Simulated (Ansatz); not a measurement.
Reaction (SMILES): CC1CCCC1 → CC1C[CH]CC1 + H atom (the C-H bond at the site shown breaks; other sites are not compared here)
Geometries: B3LYP-D3(BJ)/def2-TZVP minima from Ansatz (a program for electronic structure), one conformer each, not searched for the lowest. Frequencies are from Ansatz.

Wanted: bond dissociation energy (0 K, with B3LYP-D3(BJ) harmonic zero-point energies), in kJ/mol. Cores are frozen in the correlated levels unless marked. Open shells are spin-unrestricted. Spin-orbit coupling is left out. No relativistic terms. Basis-set limits of correlation are two-point, X^-3; Hartree-Fock from the larger set. [CCSD(T)-MP2]/basis is that difference in the basis named.

RI-MP2/CBS(cc-pVTZ,cc-pVQZ)+[CCSD(T)-MP2]/cc-pVTZ (Ansatz) gives 399.1 kJ/mol.

Problem. Another calculation gave 368.3 kJ/mol. Which level was it?
A) SVWN5/def2-TZVPD (Ansatz)
B) r2SCAN0/def2-TZVPD (Ansatz)
C) B2GP-PLYP/def2-TZVPD (Ansatz)

Solution. B, r2SCAN0/def2-TZVPD (Ansatz). The others give 418.6 (SVWN5), 384.1 (B2GP-PLYP) kJ/mol.
